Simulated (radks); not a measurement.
Values are calculated unless marked as measured or tabulated.
Q: Ionisation of the bismuth ion Bi+, [Hg] 6p2, to Bi2+, [Hg] 6p1, under several functionals. Dirac Kohn-Sham, spin-unpolarised, spherical densities, finite nucleus; open shells fill j = l - 1/2 first; a radial shooting solver on a logarithmic mesh with Libxc functionals. The NIST Atomic Spectra Database gives 16.703 eV (measured). Rank these functionals by the error of their Delta-SCF ionisation energy: exchange-only PBE; LDA (Slater exchange, Perdew-Zunger correlation); HCTH/407; PBEsol; B86b exchange with PBE correlation.

A: From best to worst: PBEsol 16.713 eV (+0.010); B86b exchange with PBE correlation 16.681 eV (-0.022); HCTH/407 16.764 eV (+0.061); LDA (Slater exchange, Perdew-Zunger correlation) 17.001 eV (+0.298); exchange-only PBE 15.797 eV (-0.906). Spin polarisation and multiplet splitting are left out, so open shells lie too high by an amount that depends on their filling.

Beside tabulated values, note that spin-unpolarised runs miss the spin-polarisation part of the exchange energy of open shells.
